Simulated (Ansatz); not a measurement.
CH9NO2Si2, SMILES `C[Si](N)(O)O[SiH3]`. The species carries charge 0 and has multiplicity 1. All single points use the PBE0-D4/def2-TZVP geometry. It is one conformer, not always the lowest.

```xyz
15

C     0.523    0.787   -2.032
Si   -0.325    0.262   -0.477
N    -0.701    1.466    0.685
O    -1.737   -0.427   -0.953
O     0.671   -0.788    0.294
Si    0.768   -1.635    1.687
H    -0.080    1.517   -2.577
H     0.691   -0.070   -2.687
H     1.491    1.241   -1.809
H     0.017    1.822    1.295
H    -1.382    2.179    0.477
H    -2.356   -0.649   -0.256
H     1.746   -2.735    1.503
H     1.226   -0.758    2.798
H    -0.555   -2.212    2.052
```

(1) What is the dipole moment at PBE/def2-TZVPP? (Estimate.)

(2) And with r2SCAN, B3LYP, ωB97M-V? (An estimate is asked.)

(3) Give the Mulliken charges with PBE, ωB97M-V, B3LYP in def2-TZVPP. (An estimate is asked.)

## Answers

(1) The calculation gave: 1.82 D, with components (-0.39, 1.57, 0.84) D in this frame, pointing from negative to positive charge.

(2) Ansatz gave: r2SCAN 1.84 D, B3LYP 1.85 D, ωB97M-V 1.86 D.

(3) The calculation gave: 
| atom | PBE | ωB97M-V | B3LYP |
| --- | --- | --- | --- |
| C1 | -0.37 | -0.44 | -0.39 |
| Si2 | 0.54 | 0.67 | 0.69 |
| N3 | -0.39 | -0.37 | -0.41 |
| O4 | -0.36 | -0.38 | -0.40 |
| O5 | -0.32 | -0.40 | -0.40 |
| Si6 | 0.33 | 0.30 | 0.41 |
| H7 | 0.09 | 0.11 | 0.09 |
| H8 | 0.11 | 0.12 | 0.10 |
| H9 | 0.10 | 0.11 | 0.09 |
| H10 | 0.15 | 0.12 | 0.14 |
| H11 | 0.15 | 0.11 | 0.13 |
| H12 | 0.19 | 0.18 | 0.18 |
| H13 | -0.06 | -0.03 | -0.07 |
| H14 | -0.07 | -0.05 | -0.08 |
| H15 | -0.07 | -0.05 | -0.09 |

B3LYP here is the variant with VWN-RPA as its local correlation; programs differ in this.
